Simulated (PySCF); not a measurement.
From one molecule to another.

First species: C7H17NSi.
InChI=1S/C7H17NSi/c1-7(2,3)8-5-4-6-9-8/h4-6,9H2,1-3H3

Second species: C2H11F2NSi3.
Geometry (GFN2-xTB, Å), atoms numbered from 1 in this order:
```
atom  x, y, z in Å
N1    -1.7783    0.8036   -1.3073
Si2   -1.0528   -0.3307   -0.2401
C3     0.0554    0.5982    0.9745
Si4    1.6801    1.2326    0.2072
Si5    3.0727   -0.5176   -0.3626
C6    -2.5894   -1.0451    0.6925
F7    -3.4918   -1.5620   -0.1940
F8    -2.2244   -2.0848    1.4960
H9    -1.1924    1.4146   -1.8519
H10   -2.5917    0.5353   -1.8393
H11   -0.3746   -1.4995   -0.8210
H12   -0.4974    1.4395    1.3921
H13    0.2981   -0.0528    1.8140
H14    2.2760    2.1692    1.1746
H15    1.3062    2.0652   -0.9504
H16    2.8250   -1.7203    0.4382
H17    2.9229   -0.9118   -1.7678
H18    4.4901   -0.1860   -0.1859
H19   -3.1436   -0.3382    1.3236
```

Levels: PBE0/pcSseg-1 for HOMO energy, LUMO energy and HOMO–LUMO gap. Geometries: GFN2-xTB. Each species is one conformer at its optimised geometry, gas phase, non-relativistic unless stated; the electronic structure was computed with PySCF and density fitting.

Dipoles, sizes and rotational constants follow the conformer. The torsions of the flexible species, by atom-mapped SMILES:
- `[NH2:1][Si@@H:2]([CH2:3][SiH2:4][SiH3:5])[CH:6]([F:7])[F:8]`: N1–Si2–C3–Si4 -74°, Si2–C3–Si4–Si5 -68°, N1–Si2–C6–F7 57°, H–N1–Si2–C3 57°, H–N1–Si2–C3 -162°

The conformers of `CC(C)(C)N1CCC[SiH2]1` aren't listed.

```
     property  column X  column Y
  HOMO energy  -7.68 eV  -6.03 eV
  LUMO energy  -0.31 eV   1.07 eV
HOMO–LUMO gap   7.37 eV   7.10 eV
```

**Question.** Which column belongs to which species?

**Answer.** Column X is the second species and column Y the first. The first has 26 atoms and 80 electrons, the second 19 and 90.

**Question.** How does each property change from the first species to the second?

**Answer.** HOMO energy -1.65 eV; LUMO energy -1.38 eV; HOMO–LUMO gap +0.27 eV.

